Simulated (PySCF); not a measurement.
Molecule: `[BH3-][N+](CC)(CC)CC`, C₆H₁₈BN.

Geometry:
```
atom   x (Å)   y (Å)   z (Å)
  B1  -0.140  -0.525  -1.854
  N2   0.145   0.118  -0.366
  C3  -0.442  -0.736   0.702
  C4  -1.948  -0.871   0.668
  C5  -0.449   1.485  -0.374
  C6  -0.331   2.293   0.905
  C7   1.615   0.238  -0.143
  C8   2.420  -1.035  -0.297
  H9  -1.311  -0.294  -2.123
 H10   0.625   0.062  -2.614
 H11   0.085  -1.726  -1.783
 H12  -0.110  -0.345   1.680
 H13   0.011  -1.727   0.577
 H14  -2.466   0.075   0.884
 H15  -2.254  -1.595   1.438
 H16  -2.286  -1.240  -0.309
 H17   0.028   2.007  -1.215
 H18  -1.501   1.361  -0.658
 H19   0.709   2.506   1.188
 H20  -0.828   1.809   1.759
 H21  -0.828   3.262   0.750
 H22   1.773   0.656   0.866
 H23   1.968   0.983  -0.871
 H24   2.139  -1.807   0.433
 H25   3.480  -0.795  -0.125
 H26   2.313  -1.453  -1.305
```

Geometry PBE0-D3(BJ)/def2-SVP throughout; GIAO in PySCF 2.14.0 with density-fitted response routines, gas phase, one conformer, non-relativistic; equivalent atoms averaged; functional PBE0.

For orientation, 6-31G* gives these absolute shieldings σ: B1 124.7, N2 211.5, C3/C5/C7 142.6, C4/C6/C8 184.6, H12/H13/H17/H18/H22/H23 29.19, H14/H15/H16/H19/H20/H21/H24/H25/H26 30.81, H9/H10/H11 29.72 ppm.

A run gave: B1 116.2, N2 196.9, C3/C5/C7 129.9, C4/C6/C8 174.6, H12/H13/H17/H18/H22/H23 28.74, H14/H15/H16/H19/H20/H21/H24/H25/H26 30.10, H9/H10/H11 29.33 ppm (absolute shieldings σ).

Task: Which basis set was used in that run?
A. pcSseg-1
B. 6-311+G(2d,p)
C. STO-3G
D. 6-31G
E. pcSseg-0

Result: A. H14/H15/H16/H19/H20/H21/H24/H25/H26 tells them apart best: pcSseg-1 gives 30.10, 6-31G gives 31.31, pcSseg-0 gives 31.64, STO-3G gives 31.59, 6-311+G(2d,p) gives 30.39 ppm.
